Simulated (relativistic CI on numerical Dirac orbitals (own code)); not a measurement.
What each ingredient does to the levels of Tc XXII

Base calculation: Dirac-Coulomb-Breit CI, orbitals from a KLI potential per configuration, model QED (radiative potential, 1s self-energy scaled to tabulated hydrogen-like ionisation energies), unscaled Slater integrals.

Configuration list (outside the closed core [Ne]): 3s²3p⁶3d⁴, 3s²3p⁵3d⁵, 3s3p⁶3d⁵, 3s²3p⁶3d³4s, 3s²3p⁶3d³4p, 3s²3p⁶3d³4d, 3s²3p⁶3d³4f, 3s²3p⁵3d⁴4s, 3s²3p⁶3d²4s4p, 3s²3p⁶3d³5s, 3s3p⁶3d⁴4s, 3p⁶3d⁶, 3p⁵3d⁷, 3s²3p⁶3d²4s², 3s²3p⁶3d4s²4p, 3s²3p⁶3d4s²4d, 3s²3p⁶3d4s²4f, 3s²3p⁶3d²4p², 3s²3p⁶3d4s4p², 3s²3p⁶3d4p³, 3s²3p⁶3d4p²4d, 3s²3p⁶3d4p²4f. Double excitations out of closed p, d and f shells are left out; levels of such configurations are missing from the list, as are those of other unlisted configurations, and high levels can miss mixing partners. These lack a partner that the ground configuration has and come out too high: 3s²3p⁵3d⁴4s.

Variants: (1) configuration mixing switched off. Shifts of the energy above 3s²3p⁶3d⁴ ⁵D0, in cm⁻¹, for the lowest level and the first level of each name with at least 55 % of one term (blank where a level changes its place among those of its configuration and J or its character, or is not in the variant):

```
         Level     Base   Δ(1)
 3s²3p⁶3d⁴ ⁵D0        0      0
 3s²3p⁶3d⁴ ⁵D1    11711   -240
 3s²3p⁶3d⁴ ⁵D2    23797   -268
 3s²3p⁶3d⁴ ⁵D3    34614   -218
 3s²3p⁶3d⁴ ⁵D4    43588   -179
 3s²3p⁶3d⁴ ³P0    78821  +1556
 3s²3p⁶3d⁴ ³H4    86253   -647
 3s²3p⁶3d⁴ ³G3   104414   +716
 3s²3p⁶3d⁴ ³H5   104549  -1256
 3s²3p⁶3d⁴ ³P1   106843  +1014
 3s²3p⁶3d⁴ ³F2   109136   +782
 3s²3p⁶3d⁴ ³H6   112660  -1760
 3s²3p⁶3d⁴ ³P2   132095  +2049
 3s²3p⁶3d⁴ ³F3   138370  +1174
 3s²3p⁶3d⁴ ³D3   148067  +3650
 3s²3p⁶3d⁴ ³G5   149443   +336
 3s²3p⁶3d⁴ ¹I6   160254  -1854
 3s²3p⁶3d⁴ ³D1   163945  +4005
 3s²3p⁶3d⁴ ¹S0   184193  +7108
 3s²3p⁶3d⁴ ¹F3   206958  +2766
 3s²3p⁶3d⁴ ³F4   237932   +955
3s²3p⁵3d⁵ ⁷P°4  1040668  -2462
```

At this charge energies of transitions that change n are usually good to better than 1 %, and those within a shell (Δn = 0) to a few per cent. Terms inside the open d or f shell come out 10 to 20 % too wide with unscaled integrals.

Ionisation energy from the two ground configurations alone: base 967.304 eV. The NIST ASD value (theoretical) is 968 eV.

LS names give the leading component of a level, which can be under half, so a name can repeat, a term be missing and a line seem to break the LS rules.
